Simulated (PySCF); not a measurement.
**Electron correlation in V (vanadium, neutral)**

[Ar] 3d3 4s2, high-spin 4F determinant. All numbers are calculated (PySCF 2.14, the spin-free X2C one-electron Hamiltonian (Gaussian nucleus), in x2c-TZVPPall with one added diffuse shell each of s, p, d, f type (7s6p5d3f1g, 80 functions)). Frozen: [Ne]; 13 electrons correlated.

MP2 pair energies summed by pair of shells (mhartree):

| pair | energy | share (%) |
| --- | --- | --- |
| 3p-3p | -104.54 | 30.5 |
| 3p-3d | -103.94 | 30.4 |
| 3s-3p | -32.25 | 9.4 |
| 4s-4s | -21.30 | 6.2 |
| 3p-4s | -20.01 | 5.8 |
| 3d-4s | -19.33 | 5.6 |
| 3d-3d | -18.61 | 5.4 |
| 3s-3d | -15.58 | 4.5 |
| 3s-3s | -5.61 | 1.6 |
| 3s-4s | -1.22 | 0.4 |

Total MP2 correlation energy: -342.38 mhartree.

Same-spin part -103.95 and opposite-spin part -238.43 mhartree; SCS-MP2 scales them by 1/3 and 6/5 to -320.77 mhartree.

This basis was not built for core-valence correlation, so the inner-shell part is incomplete.
